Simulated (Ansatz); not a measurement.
Cartesian coordinates (Å):
```xyz
19

B     -3.0142    -1.1328     0.0186
C     -1.5885    -0.5574     0.0064
C     -1.3575     0.8362    -0.0985
C     -0.0825     1.4143    -0.1138
B      0.0878     2.9371    -0.2291
C      1.0060     0.5106    -0.0171
S      2.6857     0.9218    -0.0098
C      3.1461    -0.7447     0.1324
C      2.0850    -1.5907     0.1746
C      0.8320    -0.8922     0.0895
C     -0.4713    -1.4029     0.0995
H     -3.1860    -2.3276     0.1083
H     -3.9712    -0.3973    -0.0613
H     -2.2231     1.5008    -0.1717
H     -0.8896     3.6433    -0.3063
H      1.1877     3.4407    -0.2431
H      4.2042    -1.0018     0.1775
H      2.1727    -2.6741     0.2625
H     -0.6232    -2.4832     0.1815
```
Charge 0, multiplicity 1.

These are frozen-core CCSD(T)/cc-pVDZ // PBE0-D4/def2-SVP (Ansatz, a first-principles code) values and carry that method's errors. The restricted HF reference is unstable towards unrestricted orbitals.

```yaml
HF energy: -754.50898 Ha
MP2 correlation energy: -1.32670 Ha
```

**Question.** Estimate the CCSD correlation energy, the (T) correction, the total energy and the T1 diagnostic.

**Answer.** 
| Property | Result |
|---|---|
| CCSD correlation energy | -1.39195 Ha |
| (T) correction | -0.06521 Ha |
| CCSD(T) total energy | -755.96614 Ha |
| T1 diagnostic | 0.013 |
